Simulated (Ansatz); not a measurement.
Geometry optimisation, Ansatz, RKS BLYP/def2-SVP.

input.yaml

```yaml
crystal:
  periodic: [false, false, false]
  atoms:
    - { symbol: C, position_ang: [-0.4838, 1.1236, -0.5565] }
    - { symbol: Se, position_ang: [0.5775, 0.9744, 1.0158] }
    - { symbol: Al, position_ang: [2.28249, 2.34675, 0.02328] }
    - { symbol: H, position_ang: [-0.6887, 2.2532, -0.7266] }
    - { symbol: H, position_ang: [-1.4797, 0.6029, -0.4509] }
    - { symbol: H, position_ang: [0.0064, 0.7977, -1.4594] }
    - { symbol: H, position_ang: [2.22235, 3.96149, 0.24512] }
    - { symbol: H, position_ang: [3.45788, 1.71549, -0.75036] }
basis:
  gaussian: { orbitals: def2-SVP }
hamiltonian:
  xc: blyp
relax:
  f_tol: 0.015
  max_steps: 40
output:
  orbitals: {}
```

Command:

```bash
$ ansatz run input.yaml --threads 1 --pin off --max-ram 2048MiB --backend cpu --events-out ev --progress --plain --runs-dir out
```

Where does it end, and by what steps?

The run converged. The force dipped under the threshold on the way, but the program's further checks kept it going. After 25 steps the energy has fallen by 0.681 eV; H8 moved furthest, 1.38 Å.

| step | energy less start (eV) | largest force component (eV/Å) | accepted |
| --- | --- | --- | --- |
| 0 | 0.0000 | 2.201 | yes |
| 1 | -0.2213 | 1.117 | yes |
| 2 | -0.2635 | 0.538 | yes |
| 3 | -0.2995 | 0.210 | yes |
| 4 | -0.3427 | 0.370 | yes |
| 5 | -0.4007 | 0.489 | yes |
| 6 | -0.4926 | 0.441 | yes |
| 7 | -0.5798 | 0.302 | yes |
| 8 | -0.6453 | 0.166 | yes |
| 9 | -0.6731 | 0.095 | yes |
| 10 | -0.6747 | 0.081 | yes |
| 11 | -0.6776 | 0.043 | yes |
| 12 | -0.6702 | 0.380 | no |
| 13 | -0.6784 | 0.021 | yes |
| 14 | -0.6780 | 0.156 | no |
| 15 | -0.6780 | 0.061 | no |
| 16 | -0.6789 | 0.007 | yes |
| 17 | -0.6794 | 0.040 | yes |
| 18 | -0.6785 | 0.148 | no |
| 19 | -0.6798 | 0.044 | yes |
| 20 | -0.6801 | 0.054 | yes |
| 21 | -0.6799 | 0.094 | no |
| 22 | -0.6804 | 0.042 | yes |
| 23 | -0.6805 | 0.027 | yes |
| 24 | -0.6805 | 0.037 | no |
| 25 | -0.6807 | 0.010 | yes |

```xyz
8
Properties=species:S:1:pos:R:3
C -0.640 1.227 -0.624
Se 1.101 0.406 -0.041
Al 2.469 2.292 0.042
H -0.542 2.322 -0.734
H -1.400 0.990 0.142
H -0.924 0.773 -1.591
H 1.848 3.712 -0.330
H 3.981 2.054 0.477
```

Whether the end is a true minimum wasn't checked by a vibrational analysis.

Run time: 57 s on 1 thread of Intel(R) Xeon(R) Processor @ 2.70GHz, on a shared host, peak memory 0.13 GiB.
